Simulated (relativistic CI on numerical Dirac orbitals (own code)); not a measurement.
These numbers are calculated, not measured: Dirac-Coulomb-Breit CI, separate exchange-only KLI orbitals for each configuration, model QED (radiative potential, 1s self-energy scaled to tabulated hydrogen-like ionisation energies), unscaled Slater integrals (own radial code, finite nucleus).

The strongest absorption lines from the ground level of an ion, among the configurations computed and to levels below about 5020 eV (vacuum wavelength in nm, gf): 0.24812 (0.046), 0.24993 (0.031), 0.28543 (0.096), 0.28965 (0.069), 0.39632 (0.3), 0.41293 (0.26), 2.7115 (0.54), 8.2757 (0.083).

Q: Which ion is it?
A. Lu LXI
B. Os LXVI
C. Lu LXIII
D. Dy LVI

A: A. Lu LXI has 11 electrons and the ground level 3s 2S_1/2; the strongest line goes to 3p 2P°_3/2. The pattern of lines fixes the number of electrons, and along that sequence the line energies rise steadily with the charge (about as its square where n changes within one kind of shell, about linearly where n is kept but much faster in heavy ions where fine structure, which grows about as Z⁴, sets the gap, and irregularly where shells cross), which fixes Z. Configurations outside the model, such as inner-shell arrays, can give stronger lines. At this charge energies of transitions that change n are usually good to better than 1 %, and those within a shell (Δn = 0) to a few per cent.
